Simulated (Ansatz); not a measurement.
Ansatz (a quantum-chemistry and plane-wave program) input (MP2/LANL2DZ): The .json file is the Basis Set Exchange's LANL2DZ.

Ansatz 0.2 input:
```yaml
crystal:
  periodic: [false, false, false]
  atoms:
    - {symbol: F, position_ang: [-2.28438100, 0.89211400, -0.55322800]}
    - {symbol: Si, position_ang: [-1.30877200, -0.21792500, 0.19425600]}
    - {symbol: Si, position_ang: [1.07689900, -0.08226200, -0.54454400]}
    - {symbol: F, position_ang: [1.52699700, -1.39324400, 0.41842200]}
    - {symbol: F, position_ang: [1.52588500, 1.14490500, 0.51496500]}
    - {symbol: H, position_ang: [-1.97530300, -1.52681900, -0.16646100]}
    - {symbol: H, position_ang: [-1.69497800, -0.06453100, 1.64906800]}
basis:
  gaussian:
    orbitals: LANL2DZ.json
total_charge: -1
magnetization: {spin_polarized: false}
correlation: {method: mp2, electrons: outside_noble_gas}
```

Output:

```
Functional definition: HF
integrals: 0.01 GiB planned
535 factors; integrals over basis functions are off by at most 2.5e-4 eV
mean field: 0.11 GiB planned
mean field evaluation 1: about -8356.8187 eV, gradient 1.8e1 eV
mean field evaluation 2: about -8356.8303 eV, gradient 1.8e1 eV
mean field evaluation 4: about -8357.8958 eV, gradient 2.1e0 eV
mean field evaluation 8: about -8357.9130 eV, gradient 9.8e-5 eV
mean field -8357.91295277 eV, -307.1476358176 hartree, gradient 1.7e-6 eV, S^2 0.000000; 0 other end points of the search recorded, 0 dependent functions left out
3 core orbitals not correlated
reference -8357.91295277 eV, -307.1476358176 hartree; 16, 16 occupied and 28, 28 virtual orbitals, 535 factors
second order -11.96639169 eV of doubles, -0.00000000 eV of singles
Total energy: -8369.87934447 eV, -307.5873926011 hartree
```

The dipole moment of an ion depends on the origin.

The geometry given is a B3LYP-D3(BJ)/def2-TZVP minimum.
